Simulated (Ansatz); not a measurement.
Molecule: sum formula SiHS₂Cl₂ (charge 0, doublet). It need not be the lowest isomer of its formula. 
Coordinates optimised at B3LYP-D3(BJ)/def2-TZVP (Ansatz, an electronic-structure program):
```
Si
Cl 1 2.0464
Cl 1 2.0486 2 107.74
S 1 2.0760 2 115.91 3 128.66
S 1 2.1426 2 106.15 3 -120.97
H 5 1.3456 1 93.42 2 167.49
```
Charge 0, spin multiplicity 2.

Parts of the frozen-core correlation energy in cc-pV(D+d)Z (Ansatz, hartree). Frozen orbitals: 25; correlated occupied orbitals by spin: 16 and 15; virtual: 79 and 80. Open shells are spin-unrestricted. Spin-orbit coupling is left out. Non-relativistic.

| term | value |
|---|---|
| reference (HF) | -2003.74570 |
| MP2 opposite-spin | -0.44097 |
| MP2 same-spin | (withheld) |
| CCSD correlation | (withheld) |
| (T) | (withheld) |
| T1 diagnostic | 0.016 |
| largest doubles amplitude | 0.024 |
| <S^2> of the reference | 0.761 |

Question: Some entries are withheld; supply them.

Answer: 
- MP2 same-spin, value: -0.16217
- CCSD correlation, value: -0.66360
- (T), value: -0.01968
